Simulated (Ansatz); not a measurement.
input.yaml

```yaml
crystal:
  periodic: [false, false, false]
  atoms:
    - { symbol: Al, position_ang: [-0.1212, -0.3456, -0.2592] }
    - { symbol: C, position_ang: [0.3613, 1.7037, 0.6394] }
    - { symbol: C, position_ang: [-1.8337, -1.0146, 0.4666] }
    - { symbol: C, position_ang: [1.5768, -1.2155, -0.7715] }
    - { symbol: H, position_ang: [-0.1738, 1.3633, -0.6119] }
    - { symbol: H, position_ang: [-0.5524, 1.162, -1.5045] }
    - { symbol: H, position_ang: [-0.3748, 2.4464, 0.9477] }
    - { symbol: H, position_ang: [0.6367, 1.1768, 1.5743] }
    - { symbol: H, position_ang: [1.2674, 2.2415, 0.3487] }
    - { symbol: H, position_ang: [-2.4857, -0.1599, 0.6776] }
    - { symbol: H, position_ang: [-1.7372, -1.5779, 1.401] }
    - { symbol: H, position_ang: [-2.3807, -1.6589, -0.228] }
    - { symbol: H, position_ang: [1.8721, -0.8686, -1.769] }
    - { symbol: H, position_ang: [1.5443, -2.3083, -0.8102] }
    - { symbol: H, position_ang: [2.4009, -0.9444, -0.101] }
basis:
  gaussian: { orbitals: def2-SVP }
hamiltonian:
  xc: pbe0
  dispersion: d4
relax:
  f_tol: 0.15
  max_steps: 25
  restrain:
    - { distance: [0, 5], at: 2.82, k: 30.0 }
    - { distance: [4, 1], at: 2.37, k: 30.0 }
    - { distance: [0, 1], at: 1.97, k: 30.0 }
    - { distance: [4, 5], at: 0.62, k: 30.0 }
output:
  orbitals: {}
```

Command:

```bash
$ ansatz run input.yaml --threads 2 --pin off --max-ram 3072MiB --backend cpu --events-out ev --progress --plain --runs-dir out
```

Hardware: 2 threads of Arm Neoverse V2 (shared host).

**Question.** Roughly how long does this run take, and how much memory?

**Answer.** 24 s, with a peak of 0.25 GiB, for 10 ionic steps.
